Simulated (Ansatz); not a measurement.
```yaml
crystal:
  periodic: [false, false, false]
  atoms:
    - {symbol: S, position_ang: [-0.735168, 0.480330, -1.048708]}
    - {symbol: In, position_ang: [2.848241, 1.258381, -0.487097]}
    - {symbol: B, position_ang: [0.577920, 0.761399, 0.256348]}
    - {symbol: Si, position_ang: [0.052841, -0.902116, 0.211445]}
    - {symbol: H, position_ang: [-1.872294, 0.624512, -0.632051]}
    - {symbol: H, position_ang: [0.209045, 1.669431, 1.217918]}
    - {symbol: H, position_ang: [0.934756, -2.195003, -0.653851]}
    - {symbol: H, position_ang: [-1.194184, -1.737878, 0.838799]}
basis:
  gaussian: {orbitals: def2-TZVPP}
hamiltonian: {xc: {name: PBEsol}, dispersion: d4}
relax: {f_tol: 0.001, max_steps: 3}
output: {forces: true}
```

```sh
$ ansatz run in.yaml --threads 2 --pin off --events-out ev --progress --plain --max-ram 4352MiB
```

Output, abridged:

```
Functional definition: PBEsol
1365 factors; their error is unknown
mean field evaluation 1: about -24564.7591 eV, gradient 6.0e1 eV
mean field evaluation 2: about -24477.4126 eV, gradient 1.4e2 eV
mean field evaluation 4: about -24573.6268 eV, gradient 2.3e1 eV
mean field evaluation 8: about -24575.4648 eV, gradient 2.2e-1 eV
mean field evaluation 16: about -24575.4400 eV, gradient 6.2e-4 eV
mean field -24575.43999833 eV, -903.1307621073 hartree, gradient 2.7e-5 eV, S^2 0.000000; 0 other end points of the search recorded, 0 dependent functions left out
reference -24575.44004534 eV, -903.1307638346 hartree; 30, 30 occupied and 191, 191 virtual orbitals, 1365 factors
relax step   1: F+E_penalty+E_count = -24575.54113200 eV  Δ(F+E_penalty+E_count) = +0.000e0 eV  max|allowed force component| = 8.308e0 eV/Å  Δτ_max = 0.0000 Å  (33 SCF iters, accepted)
1365 factors; their error is unknown
mean field -24577.01923892 eV, -903.1887981284 hartree, gradient 2.5e-5 eV, S^2 0.000000; 0 other end points of the search recorded, 0 dependent functions left out
reference -24577.01928587 eV, -903.1887998536 hartree; 30, 30 occupied and 191, 191 virtual orbitals, 1365 factors
relax step   2: F+E_penalty+E_count = -24577.11312633 eV  Δ(F+E_penalty+E_count) = -1.572e0 eV  max|allowed force component| = 2.512e0 eV/Å  Δτ_max = 0.1949 Å  (38 SCF iters, accepted)
1365 factors; their error is unknown
mean field -24577.24736073 eV, -903.1971814501 hartree, gradient 2.2e-5 eV, S^2 0.000000; 0 other end points of the search recorded, 0 dependent functions left out
reference -24577.24740787 eV, -903.1971831827 hartree; 30, 30 occupied and 191, 191 virtual orbitals, 1365 factors
relax step   3: F+E_penalty+E_count = -24577.34082966 eV  Δ(F+E_penalty+E_count) = -2.277e-1 eV  max|allowed force component| = 3.365e-1 eV/Å  Δτ_max = 0.1941 Å  (37 SCF iters, accepted)
Error: geometry relaxation did not converge after 3 steps: max|allowed force component| = 3.36e-1 eV/Å (threshold 1.0e-3). Raise `relax.max_steps` over both its present limit and 3, loosen `relax.f_tol`, or start from a geometry closer to equilibrium. Where this run's directory can be resumed (`checkpoint.write`), a resume goes on for up to `relax.max_steps` more
```

(1) Something in this input is off. What?

Answers

(1) The relaxation is allowed too few steps for its threshold. The run did not converge.
